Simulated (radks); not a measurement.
Q: The mean radii <r> (bohr) of the occupied orbitals of an atom or ion are listed with their occupations. All-electron calculation, Dirac Kohn-Sham, BLYP, spin-unpolarised, spherical densities, finite nucleus; Fermi nuclear charge, rms radius of each element as measured or else 0.836 A^(1/3) + 0.57 fm. Program: a radial shooting solver on a logarithmic mesh with Libxc functionals.

| orbital | occ. | <r> |
|---|---|---|
| 1s1/2 | 2 | 0.04029 |
| 2s1/2 | 2 | 0.1775 |
| 2p1/2 | 2 | 0.1522 |
| 2p3/2 | 4 | 0.1563 |
| 3s1/2 | 2 | 0.5101 |
| 3p1/2 | 2 | 0.5110 |
| 3p3/2 | 4 | 0.5214 |
| 3d3/2 | 4 | 0.5206 |
| 3d5/2 | 6 | 0.5243 |
| 4s1/2 | 2 | 1.361 |
| 4p1/2 | 2 | 1.503 |
| 4p3/2 | 1 | 1.528 |

Name the element and its charge. Open shells, if any, fill j = l - 1/2 first.

A: Z = 37, rubidium, charge +4: Rb4+ in [Ar] 3d10 4s2 4p3. The 1s radius gives Z: for a bare nucleus <r> = (2 gamma + 1)/(2Z) with gamma = sqrt(1 - (Z/c)^2), 0.03954 bohr for Z = 37, and screening makes it slightly larger (0.04029 here). The occupations add up to 33, and the charge is Z minus that.
